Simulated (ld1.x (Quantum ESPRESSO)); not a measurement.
## Transferability test, TM potential for molybdenum

Mo (Z = 42), norm-conserving Troullier–Martins (Kleinman–Bylander form), made with ld1.x (Quantum ESPRESSO) 7.5 (PBE, scalar-relativistic). Core [Ar] 3d10, reference 4s2 4p6 4d6 5s0 5p0. Waves: 4p (bound): rc 1.35 bohr; 4d (bound): rc 2.10 bohr; 4s (bound): rc 1.70 bohr. Local part: the s channel. Core correction: Bessel-smoothed model core inside 0.95 bohr.

Energies are relative to the spin-unpolarised reference configuration 4s2 4p6 4d6 5s0 5p0; without spin polarisation the order of configurations can differ from experiment.

```json
{"valence configuration": "4s2 4p6 4d5 5s1 5p0", "charge": "0", "ΔE all-electron (eV)": "-0.763", "error AE − PS (meV)": "+832"}
{"valence configuration": "4s2 4p6 4d5 5s0 5p0", "charge": "+1", "ΔE all-electron (eV)": "6.127", "error AE − PS (meV)": "+7.2"}
{"valence configuration": "4s2 4p6 4d4 5s0 5p0", "charge": "+2", "ΔE all-electron (eV)": "21.589", "error AE − PS (meV)": "+48"}
{"valence configuration": "4s2 4p6 4d4 5s1 5p0", "charge": "+1", "ΔE all-electron (eV)": "7.301", "error AE − PS (meV)": "+1276"}
{"valence configuration": "4s2 4p6 4d2 5s0 5p0", "charge": "+4", "ΔE all-electron (eV)": "87.838", "error AE − PS (meV)": "+314"}
{"valence configuration": "4s2 4p6 4d4 5s2 5p0", "charge": "0", "ΔE all-electron (eV)": "-0.564", "error AE − PS (meV)": "+1971"}
```

Task: What are ΔE and the potential's error for 4s2 4p6 4d5 5s0 5p1?

Result: ΔE = 2.378 eV all-electron; the error (AE − PS) is +129 meV.
